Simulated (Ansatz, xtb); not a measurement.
FHSe2Si: which of two structures lies lower

We compare I, a singlet given by its coordinates, with II, `F[SiH]1[Se][Se]1`, a singlet. Both are isolated molecules in the gas phase, relaxed with B3LYP-D3(BJ)/def2-SVP.

I (Å):

```xyz
5

F    -0.8981    3.8493   -2.1405
Se    1.0670    3.8397    0.3759
Se   -0.8780    2.5808    0.8998
Si    0.1473    2.7116   -1.5788
H    -0.2206    1.3058    1.2836
```

Close contacts (Å): F1–Si4 1.64, Se2–Se3 2.38, Se2–Si4 2.44, Se3–Si4 2.69, Se3–H5 1.48.

II (Å):

| atom | x (Å) | y (Å) | z (Å) |
| --- | --- | --- | --- |
| F | -1.4936 | 3.0212 | -1.4748 |
| Se | 1.7178 | 3.1716 | -0.5885 |
| Se | 0.5691 | 1.1595 | 0.3688 |
| Si | -0.4876 | 3.0512 | -0.2054 |
| H | -1.1288 | 3.9023 | 0.8147 |

**Question.** Estimate E(II) − E(I) at the level CCSD(T)/def2-SVP + ΔMP2/def2-TZVPP.

**Answer.** Calculated at CCSD(T)/def2-SVP + ΔMP2/def2-TZVPP: E(II) − E(I) = −25.0 kcal/mol, so structure II lies lower.

The same difference at several levels:

| level | geometry | E(II) − E(I) (kcal/mol) | departure from the last row (kcal/mol) | job, with rough time for the two |
| --- | --- | --- | --- | --- |
| GFN2-xTB | GFN2-xTB | −22.0 | +3.0 | optimisation, 0.91 s |
| HF/STO-3G | GFN2-xTB | −22.4 | +2.6 | single point, 3.2 s |
| r2SCAN-D4/def2-SVP | GFN2-xTB | −24.7 | +0.3 | single point, 11 s |
| B3LYP-D3(BJ)/def2-SVP | B3LYP-D3(BJ)/def2-SVP | −20.2 | +4.8 | optimisation, 2.4 min |
| HF/def2-SVP | B3LYP-D3(BJ)/def2-SVP | −26.8 | −1.8 | part of the CCSD(T) run |
| MP2/def2-SVP | B3LYP-D3(BJ)/def2-SVP | −27.2 | −2.2 | part of the CCSD(T) run |
| CCSD(T)/def2-SVP | B3LYP-D3(BJ)/def2-SVP | −23.8 | +1.2 | single point |
| CCSD(T)/def2-SVP + ΔMP2/def2-TZVPP | B3LYP-D3(BJ)/def2-SVP | −25.0 |  | single point, 1.8 min |

The levels shown agree on the order. The largest departure from CCSD(T)/def2-SVP + ΔMP2/def2-TZVPP is that of B3LYP-D3(BJ)/def2-SVP, 4.8 kcal/mol. The last row adds to CCSD(T) the change of the MP2 difference between the two basis sets, here −1.2 kcal/mol.

With harmonic frequencies from B3LYP-D3(BJ)/def2-SVP (ideal gas, rigid rotor, one conformer each, 400 K, 1 atm): on the last row, ΔE + ΔZPE = −24.0, ΔH = −24.5, ΔG = −23.1 kcal/mol.

The correlated steps freeze 24 core orbitals; the filled d shell of Se is correlated, in a basis made for valence electrons. Mirror images aren't counted in ΔG. Run with Ansatz 0.2.0, xtb 6.7.1; the last row on 1 thread of Intel(R) Xeon(R) Processor @ 2.50GHz (Skylake/Cascade Lake) on a shared host.
